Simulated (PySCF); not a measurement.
A species of formula C5H7NO2 has this rotational fingerprint, computed with B3LYP/def2-SVPD in PySCF (dipole) on a GFN2-xTB geometry, gas phase:

* Rotational constants: A = 7182, B = 976.2, C = 864.0 MHz
* Dipole components: |μa| = 2.12 D, |μb| = 0.27 D, |μc| = 0.00 D
* Inertial defect: -3.17 u·Å²
* κ: -0.96

Question: Which candidate fits, each taken in the one conformer that was computed?
A. `[CH3:1][O:2][C:3]1=[C:4]([NH:5][CH:6]=[O:7])[CH2:8]1` with C1–O2–C3–C4 174°, C3–C4–N5–C6 -5°, C4–N5–C6–O7 0°
B. `[H]/[N:8]=[CH:7]/[CH:6]=[CH:5]\[C:3]([O:2][CH3:1])=[O:4]` with C1–O2–C3–O4 0°, O2–C3–C5–C6 180°, C5–C6–C7–N8 180°

Answer: B. It is [H]/N=C/C=C\C(=O)OC, a near-prolate asymmetric top, point group Cs. The candidates at the same level (rigid rotor, commonest isotopes):

```tsv
SMILES	A (MHz)	B (MHz)	C (MHz)	μa (D)	μb (D)	μc (D)	Δ (u·Å²)	point group	rotor
[H]/N=C/C=C\C(=O)OC	7182	976.2	864.0	2.12	0.27	0.00	-3.17	Cs	near-prolate asymmetric top
COC1=C(NC=O)C1	4071	1247	967.4	1.19	3.88	0.08	-7.04	–	asymmetric top
```

`COC1=C(NC=O)C1` has A 43 % too low. In the right answer the mirror of this Cs structure is the ab plane, so μc vanishes by symmetry. No structure here is proved a minimum.
